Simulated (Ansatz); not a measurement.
`[BH]1[NH][SbH][AlH]1` → Al• + B• + 4 H• + N• + Sb•  (atomization)

Program: Ansatz. Geometries: PBE0-D4/def2-TZVP. ΔE: electronic, gas phase. CCSD(T)/CBS adds triple-zeta CCSD(T) − MP2 to the extrapolated MP2 energy (def2 sets, frozen cores). This one scheme is used for every species, atoms too. Functionals use def2-TZVPP. No spin–orbit coupling; open shells (•) take unrestricted orbitals. Spin–orbit coupling would lower the free atoms: a little for Al, B. def2 core potentials past Kr. For Sb outer-core shells are correlated without core-valence functions, so the limit isn't a true one: a few kJ/mol of doubt a bond, and 10 to 20 or more in all where bonds break to atoms.

CCSD(T)/CBS gives +558.7 kcal/mol.

**Question.** Another level gave +558.7 kcal/mol. Which?
A. revPBE/def2-TZVPP
B. r2SCANh-D4/def2-TZVPP
C. PBE0-D4/def2-TZVPP
D. CAM-B3LYP-D4/def2-TZVPP

**Answer.** C. PBE0-D4 558.7, r2SCANh-D4 554.0, CAM-B3LYP-D4 562.8, revPBE 543.9 kcal/mol.

**Question.** What do rigid-rotor, harmonic-oscillator terms from PBE0-D4/def2-TZVP frequencies (298.15 K, 1 bar) make of the CCSD(T)/CBS value? (An estimate is asked.)

**Answer.** Ansatz gave: ΔZPE = -26.7 kcal/mol, ΔH = +539.5 kcal/mol, ΔS = 780 J/(mol·K), ΔG = +483.9 kcal/mol. Open shells count their whole term as degenerate.

Largest T1 diagnostic among the species: 0.018.

From PBE to PBE0 (25 % exact exchange), in def2-TZVPP and without D4, ΔE moves by −13.0 kcal/mol: exact exchange takes away binding that semilocal exchange gives to molecules. At CCSD(T), def2-SVP lies −48.3 kcal/mol from the extrapolated value and def2-TZVPP −20.7 kcal/mol: correlation converges slowly with the basis, and small sets miss more of it in the bonded molecule than in its fragments. In def2-TZVPP, CCSD(T) changes the Hartree–Fock value by +166.8 kcal/mol (the triples alone add +12.3 kcal/mol) and MP2 by +170.5 kcal/mol; breaking electron pairs costs correlation energy, which Hartree–Fock lacks.

For atomizations the MP2-based limit and the directly extrapolated one differ by several kJ/mol either way, and by 10 to 25 for some Ge, Se and Sn compounds, so smaller differences from it don't rank the levels.
